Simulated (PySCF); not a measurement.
## Polarisability and C₆ of He⁺ (helium, charge +1)

1s1, 2S determinant. Computed with PySCF 2.14 in x2c-TZVPPall with one added diffuse shell each of s, p type (4s3p1d, 18 functions), with scalar relativity by spin-free X2C-1e. Coupled (time-dependent) response in atomic units; α is the mean over directions.

| method | mean α (bohr³) | C₆ (like pair) | S(−4) |
| --- | --- | --- | --- |
| UHF | 0.2798 | 0.1012 | 0.1028 |

S(−4) is the Cauchy moment in α(ω) = α(0) + S(−4) ω² + …

α(iu) at UHF:

```
u (hartree)  α(iu) (bohr³)
          0         0.2798
     0.0500         0.2795
      0.100         0.2787
      0.200         0.2757
      0.300         0.2708
      0.500         0.2564
      0.750         0.2327
       1.00         0.2065
       1.50         0.1576
       2.00         0.1196
       3.00        0.07211
       5.00        0.03249
```

For a non-relativistic one-electron ion the exact value is 9/(2Z⁴) = 0.2812 bohr³; Hartree-Fock is exact here up to the basis and relativity.

For an ion, C₆ is the dispersion term alone; charge-induced terms of lower order in 1/R come first.
